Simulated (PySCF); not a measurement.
# How methods differ on the ionisation energy of Dy

Dy [Xe] 4f10 6s2 (high-spin determinant) → Dy⁺ [Xe] 4f10 6s1 (high-spin determinant), as a difference of total energies. All numbers are calculated (PySCF 2.14, scalar relativity by spin-free X2C-1e, in ANO-RCC-VTZP (8s7p5d3f2g1h, 104 functions)). Correlated levels: valence: [Kr] 4d10 frozen; valence and next inner shell: [Ar] 3d10 frozen. The calculations carry no spin-orbit coupling.

| method | ionisation energy (eV) |
| --- | --- |
| UHF | 4.864 |
| LDA | 6.132 |
| PBE | 5.914 |
| PBE0 | 5.792 |
| r2SCAN | 5.660 |
| MP2 (valence) | 5.793 |
| SCS-MP2 (valence) | 5.816 |
| MP2 (valence and next inner shell) | 5.815 |
| SCS-MP2 (valence and next inner shell) | 5.824 |

Q: How much does correlation contribute at MP2 (valence and next inner shell)?

A: 5.815 − (4.864) = 0.951 eV, measured against UHF.

Errors of the correlated levels include the incompleteness of this basis and the frozen core.

The determinant of Dy and of Dy⁺ mixes LS terms, which raises its energy above the lowest term, most at the Hartree-Fock and MP2 levels.

For comparison: 5.939 eV (measured; NIST Atomic Spectra Database, ionization energies).
